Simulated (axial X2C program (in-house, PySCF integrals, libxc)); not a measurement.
**Low determinants of InH⁻ at the PBE0 level, two-component**

All values were computed with an axial X2C code built on PySCF integrals. Two-component (2c) means X2C with spin–orbit coupling and atomic mean-field two-electron Coulomb and Gaunt terms. Basis: In dyall-acv3z [12s13p10d5f1g], H dyall-av3z [7s3p2d] (cores contracted in-house); Gaussian nuclei, density fitting, unrestricted open shells. Masses: In 114.904 u, H 1.008 u.

Search at 1.890 Å (vertical energies from the lowest determinant):

```csv
ΔE (eV),state,electrons beyond evenly filled partner blocks,"electrons in ±ω = 1/2, 3/2, 5/2, 7/2"
0.00,Ω = 1/2,ω = 1/2,33 14 4 0
0.10,Ω = 3/2,ω = 3/2,32 15 4 0
2.05,Ω = 1/2,"2 × ω = -1/2, ω = 3/2",32 15 4 0
2.23,Ω = 5/2,ω = 5/2,32 14 5 0
2.32,Ω = 5/2,"2 × ω = 1/2, ω = 3/2",32 15 4 0
2.86,Ω = 3/2,3 × ω = 1/2,33 14 4 0
4.48,Ω = 3/2,"2 × ω = -1/2, ω = 5/2",32 14 5 0
```

Lowest determinant, Ω = 1/2 (⟨Sz⟩ = -0.50, ⟨Lz⟩ = 1.00 at PBE0): Re = 1.886 Å, ωe = 1285.4 cm⁻¹.

The determinant in row 2 of the search, Ω = 3/2 (⟨Sz⟩ = 0.50, ⟨Lz⟩ = 1.00 at PBE0), was followed along the bond at PBE0; measured from the minimum of the lowest determinant it gives:

Te = 0.098 eV (787 cm⁻¹), Re = 1.881 Å, ωe = 1304.0 cm⁻¹.

Compare the bond of the determinant in row 2 with that of the lowest one.

At PBE0 its Re is 0.005 Å shorter and its force constant, which goes as ωe², is 1.03 times that of the lowest determinant. T0 ≈ Te + Δωe/2 = 787 + (9) = 796 cm⁻¹.

The search compares states at one distance, so a state with another bond length can lie lower; it is not exhaustive and yields mostly the lowest determinant of each block pattern, so other components and higher states of one pattern are missing. These are energies of single determinants, not of spin-adapted states; PBE0 term energies can be off by some tenths of an eV, and the functional has no current term. For an anion, determinants above electron detachment are held by the basis set. The highest occupied level of some functionals is positive through self-interaction error; at Hartree–Fock it is bound. Row 1 has a positive highest level at its minimum. Row 2 has a positive highest level at its minimum.
